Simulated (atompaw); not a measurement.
## Reading a pseudo-wave (Sr (Z = 38))

Columns: radius, all-electron u(r) and pseudo u(r) of the 4s shell (level -40.92 eV) of strontium in the configuration [Ar] 3d10 4s2 4p6 4d0 5s2 5p0; LDA (PW92), scalar-relativistic, PAW (atompaw) scheme, atompaw 4.2.0.5.

```
r (bohr)  all-electron  pseudo
   0.100        0.3079  0.2007
   0.200        0.0158  0.3946
   0.300       -0.4255  0.5753
   0.400       -0.5004  0.7370
   0.500       -0.2964  0.8752
   0.600        0.0190  0.9863
   0.700        0.3348  1.0686
   0.800        0.5969  1.1215
   0.900        0.7878  1.1460
   1.000        0.9091  1.1443
   1.100        0.9709  1.1195
   1.200        0.9857  1.0759
   1.300        0.9657  1.0178
   1.400        0.9217  0.9495
   1.500        0.8624  0.8755
   1.600        0.7944  0.7994
   1.700        0.7228  0.7240
   1.800        0.6510  0.6511
   1.900        0.5815  0.5815
   2.000        0.5160  0.5160
   2.100        0.4551  0.4551
   2.200        0.3995  0.3995
   2.300        0.3492  0.3492
   2.400        0.3042  0.3042
   2.500        0.2642  0.2642
   2.600        0.2288  0.2288
```

Question: How many radial nodes do the two functions have?

Answer: The all-electron 4s function has n − l − 1 = 3 (the table is too coarse to show those close to the nucleus); the pseudo-wave has 0, since the states of the same l below it are removed with the core.

Question: At about which radius was the pseudo-wave matched?

Answer: 1.85 bohr, where the columns begin to agree (steps of 0.10 bohr).

Question: Is the pseudo-wave norm-conserving?

Answer: No, it belongs to a PAW set: the norm inside the radius is not constrained, and the difference is carried by the augmentation charge.
